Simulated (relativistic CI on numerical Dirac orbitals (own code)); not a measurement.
**Crystal-field levels of Os⁶⁺, 5d2**

Calculated by Dirac-Coulomb-Breit CI, KLI orbitals optimised for each configuration, a model potential for QED, valence Slater integrals scaled by 0.85, one configuration in a parametric crystal field (own radial code).

Field parameters in Wybourne normalisation: Oh B⁴₀ = 21Dq, B⁴₄ = √(5/14) B⁴₀. The field is a parameter set, without covalency.

S is read from ⟨S²⟩ = S(S + 1).

Levels (cm⁻¹, degeneracy): 0 (2), 498 (3), 7293 (3), 8621 (1), 16562 (3), 17255 (2), 33128 (1), 42856 (1), 44155 (3), 45909 (3), 46206 (2), 52754 (1).

Which field gives this pattern?
A. Oh, 10Dq = 10000 cm⁻¹
B. Oh, 10Dq = 33950 cm⁻¹
C. Oh, 10Dq = 41950 cm⁻¹
D. Oh, 10Dq = 25950 cm⁻¹

C. Oh, 10Dq = 41950 cm⁻¹, ground level with S = 0.96.
